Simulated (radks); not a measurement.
Task: Radial electron density D(r) = 4 pi r^2 rho(r) of an atom or ion with 20 electrons. All-electron calculation, Dirac Kohn-Sham, PBE, spin-unpolarised, spherical densities, point nucleus. Program: a radial shooting solver on a logarithmic mesh with Libxc functionals.

r (bohr),D(r) (e/bohr)
0.003079,6.926
0.003852,9.890
0.004781,13.72
0.005981,18.87
0.007423,25.03
0.009287,32.50
0.01162,40.55
0.01442,47.92
0.01804,53.81
0.02239,56.50
0.02801,55.56
0.03505,51.90
0.04349,48.79
0.05441,49.86
0.06753,56.51
0.08449,65.35
0.1057,67.65
0.1312,58.15
0.1641,41.13
0.2037,30.30
0.2548,31.24
0.3163,34.72
0.3957,28.57
0.495,14.84
0.6144,4.724
0.7686,0.7711
0.954,0.06465
1.193,0.001962

What is the nuclear charge?

Result: Z = 44. The innermost maximum, from 1s, lies near gamma/Z bohr with gamma = sqrt(1 - (Z/c)^2) = 0.947, here 0.0215 bohr (found: 0.0237), and its height grows with Z. The density is that of the ruthenium ion Ru24+ in [Ar] 3d2; the configuration itself is not fixed sharply by these data, and Z only to a few units. D(r) has 3 maxima, at r = 0.0237, 0.0992, 0.316 bohr, and minima at 0.0467, 0.221 bohr, inside which lie 2.04, 10.70 electrons.
